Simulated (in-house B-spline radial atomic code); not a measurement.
# Rh²⁺: [Ne] 3s2 (3p1/2)1 (3p3/2)4 3d10 4s2 4p6 4d8 (with a hole in an inner shell)

Method: Dirac-Kohn-Sham LDA VWN5, spherical fractional occupations, Fermi nucleus of rms radius 4.4945 fm. Calculated with a radial B-spline atomic code at the basis-set limit.

Z_r = [3n² - l(l+1)]/(2<r>); Z_e = n√(-2ε); the last column is Slater's effective charge. Values are occupation-weighted means over j. An effective charge above Z reflects the relativistic contraction of the inner shells.

| shell | electrons | ε (eV) | <r> (bohr) | Z_r | Z_e | Slater |
| --- | --- | --- | --- | --- | --- | --- |
| 1s | 2 | -23055 | 0.03266 | 45.93 | 41.16 | 44.70 |
| 2s | 2 | -3384.6 | 0.1416 | 42.36 | 31.54 | 40.85 |
| 2p | 6 | -3044.3 | 0.1235 | 40.48 | 29.92 | 40.85 |
| 3s | 2 | -636.84 | 0.3886 | 34.74 | 20.52 | 34.10 |
| 3p | 5 | -520.94 | 0.3888 | 32.15 | 18.56 | 34.10 |
| 3d | 10 | -343.05 | 0.3656 | 28.72 | 15.06 | 24.85 |
| 4s | 2 | -107.58 | 0.9579 | 25.05 | 11.25 | 18.10 |
| 4p | 6 | -74.765 | 1.048 | 21.95 | 9.38 | 18.10 |
| 4d | 8 | -27.673 | 1.381 | 15.21 | 5.70 | 7.55 |

The least bound orbital is 4d5/2 at -27.47 eV, and it is also the most diffuse (<r> = 1.387 bohr). The part-filled 3p shell lies below the filled 4p shell in orbital energy.

For the 1s electron the small component carries 2.7 % of the norm, the zero-frequency Breit interaction raises the level by 47.82 eV, self-energy by 26.71 eV, and vacuum polarisation lowers it by 3.243 eV.

The density falls to 0.001 bohr⁻³ at 3.366 bohr; Σ<r²> = 30.85 bohr² gives, by the non-relativistic formula and without the paramagnetism of open shells, a Langevin diamagnetic susceptibility of -24.43×10⁻⁶ cm³/mol.
